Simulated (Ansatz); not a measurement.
Basis-set extrapolation for `SC1=N[SiH2]1` (PBE0-D4/def2-TZVP geometry, frozen core, Ansatz). Multiplicity 1, RHF reference.

```
                      def2-TZVPP   def2-QZVPP
                 HF  -780.529675  -780.554292
    MP2 correlation    -0.644811    -0.692527
CCSD(T) correlation    -0.711396      not run
```

Energies in hartree. Use E(X) = E(∞) + A·exp(−7.88·√X) for Hartree–Fock and E(X) = E(∞) + B·X^(−2.97) for correlation, with X = 3 and 4, and add CCSD(T) minus MP2 of the smaller set to the MP2 limit.

Task: What is the CCSD(T) energy at the basis-set limit?

Result: HF limit: -780.554292 + (-0.024617) × 0.13774 = -780.55768. MP2 limit: -0.692527 + (-0.047716) × 0.74074 = -0.72787. Higher-order term: -0.711396 − (-0.644811) = -0.06659. Total: -781.35214 hartree, 69.7 kcal/mol below CCSD(T)/def2-TZVPP.
